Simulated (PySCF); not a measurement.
# Vertical excitation energies

Compound: C₄H₂F₃P.
InChI=1S/C4H2F3P/c5-3(6)4(7)8-1-2-8/h1-2H

Computed, not measured: TDDFT CAM-B3LYP/def2-SVPD, vertical, gas phase, core orbitals frozen in the response in PySCF 2.14.0, density-fitted response routines. The structure is a single GFN2-xTB conformer in the gas phase; no vibrational or solvent corrections. Torsions of this conformer, `[F:1][C:2]([F:3])=[C:4]([F:5])[P:6]1[CH:7]=[CH:8]1`: C2–C4–P6–C7 -159°.

| state | E (eV) | E (hartree) | f | symmetry | main configurations (H = HOMO, L = LUMO) |
| --- | --- | --- | --- | --- | --- |
| S1 | 5.45 | 0.2002 | 0.030 | A′ | H→L (68%), H-2→L (14%), H→L+1 (11%) |
| S2 | 5.52 | 0.2030 | 0.0095 | A″ | H-1→L (91%) |
| S3 | 5.76 | 0.2118 | 0.0040 | A″ | H-1→L+1 (91%) |
| S4 | 6.36 | 0.2336 | 0.249 | A′ | H→L+1 (78%), H→L (13%) |
| S5 | 6.43 | 0.2365 | 0.0016 | – | H→L+2 (58%), H→L+5 (20%), H→L+3 (11%) |
| S6 | 6.79 | 0.2496 | 0.0044 | A″ | H→L+3 (70%), H→L+2 (15%) |
| S7 | 6.83 | 0.2511 | 0.115 | A′ | H-1→L+2 (36%), H-1→L+3 (32%), H-2→L (11%) |
| S8 | 7.13 | 0.2621 | 0.0065 | A″ | H-3→L (82%) |

Triplets, Tamm–Dancoff:

```json
{"state": "T1", "E (eV)": "4.11", "λ (nm)": "301.5", "main configurations (H = HOMO, L = LUMO)": "H→L (55%), H→L+1 (18%), H→L+4 (14%)"}
{"state": "T2", "E (eV)": "4.20", "λ (nm)": "295.2", "main configurations (H = HOMO, L = LUMO)": "H-1→L (71%), H-1→L+1 (8%), H-3→L (8%)"}
{"state": "T3", "E (eV)": "5.02", "λ (nm)": "247.0", "main configurations (H = HOMO, L = LUMO)": "H-1→L+1 (80%), H-1→L (10%)"}
```

The lowest singlet lies at 5.45 eV (228 nm, ultraviolet) and is weak; its leading configuration is HOMO→LUMO (68%). The strongest level in the table is S4 at 6.36 eV (195 nm, f = 0.249). Löwdin shares by element: HOMO carbon 54% or more, phosphorus 11% (atoms not listed hold the other 36%); LUMO carbon 63% or more, phosphorus 10% (atoms not listed hold the other 27%). Orbital energies (eV): HOMO-3 -11.07, HOMO-2 -10.44, HOMO-1 -8.89, HOMO -8.65, LUMO 0.16, LUMO+1 0.61, LUMO+2 1.22. Weighted by f, the mean energy of these states is 6.41 eV. The oscillator strengths of these states sum to 0.419; summed over the whole spectrum of an exact calculation they would give the number of electrons, 68 (Thomas–Reiche–Kuhn). Symmetry labels in Cs follow from the direction of the transition dipole and are given only for states with f of 0.002 or more. The window holds the lowest 8 singlets.

Hardware: Intel Xeon Platinum 8259CL at 2.50 GHz, one thread, no GPU, on a shared host. Cost: 36 s, 0.82 GiB resident at most.
